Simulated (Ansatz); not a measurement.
Geometry optimisation, Ansatz 0.2.0, RHF/def2-SVP.

Input:

```yaml
crystal:
  periodic: [false, false, false]
  atoms:
    - { symbol: C, position_ang: [-1.4591, -1.3383, 1.9656] }
    - { symbol: C, position_ang: [-0.6371, -0.9163, 1.0729] }
    - { symbol: C, position_ang: [0.2115, -0.5253, 0.1733] }
    - { symbol: C, position_ang: [0.943, -1.4819, -0.7883] }
    - { symbol: C, position_ang: [0.7362, 0.8989, 0.0976] }
    - { symbol: Si, position_ang: [-0.2252, 2.0505, -1.0305] }
    - { symbol: H, position_ang: [-1.17, -1.8119, 2.8559] }
    - { symbol: H, position_ang: [-2.5245, -1.0806, 1.7977] }
    - { symbol: H, position_ang: [-0.6732, -0.76702, -0.41574] }
    - { symbol: H, position_ang: [1.9507, -1.5564, -0.5913] }
    - { symbol: H, position_ang: [0.4413, -2.4994, -0.6564] }
    - { symbol: H, position_ang: [0.7349, 1.3524, 1.1382] }
    - { symbol: H, position_ang: [1.7392, 0.9375, -0.2043] }
    - { symbol: H, position_ang: [-1.6725, 2.1621, -0.5931] }
    - { symbol: H, position_ang: [-0.1741, 1.5093, -2.4212] }
    - { symbol: H, position_ang: [0.3816, 3.4289, -0.9979] }
basis:
  gaussian: { orbitals: def2-SVP }
hamiltonian:
  xc: hf
relax:
  f_tol: 0.02
  max_steps: 50
```

Run as:

```bash
$ ansatz run input.yaml --threads 2 --pin off --max-ram 3072MiB --backend cpu --events-out ev --progress --plain --runs-dir out
```

Problem. Where does it end, and by what steps?

Solution. The run converged. After 31 steps the energy has fallen by 6.938 eV; H9 moved furthest, 1.84 Å. Parted: C3–H9 (1.09 → 2.19 Å). Joined: C2–H9 (1.50 → 1.09 Å).

```tsv
step	energy less start (eV)	largest force component (eV/Å)	accepted
0	0.0000	6.281	yes
2	-1.1136	1.705	yes
4	-2.3704	3.866	yes
6	-4.7332	3.166	yes
8	-6.2759	0.776	yes
10	-6.7435	0.334	yes
12	-6.8113	0.085	yes
14	-6.8158	0.050	yes
16	-6.8258	0.238	yes
18	-6.8430	0.511	yes
20	-6.8985	0.270	yes
22	-6.9245	0.199	yes
24	-6.9318	0.077	yes
26	-6.9353	0.070	yes
28	-6.9374	0.055	yes
30	-6.9380	0.029	yes
31	-6.9382	0.016	yes
```

```xyz
16
Properties=species:S:1:pos:R:3
C -1.335 -1.691 1.717
C -1.064 -0.677 0.909
C 0.233 -0.440 0.224
C 0.928 -1.430 -0.327
C 0.695 1.001 0.165
Si -0.056 2.017 -1.257
H -0.597 -2.447 1.955
H -2.310 -1.793 2.177
H -1.832 0.075 0.746
H 1.885 -1.253 -0.803
H 0.559 -2.447 -0.329
H 0.472 1.511 1.107
H 1.780 1.042 0.039
H -1.539 2.002 -1.205
H 0.379 1.467 -2.563
H 0.404 3.425 -1.152
```

The run took 44 s on 2 threads of AMD EPYC 9R45 96-Core Processor (Zen 5), on a shared host, peak memory 0.38 GiB.
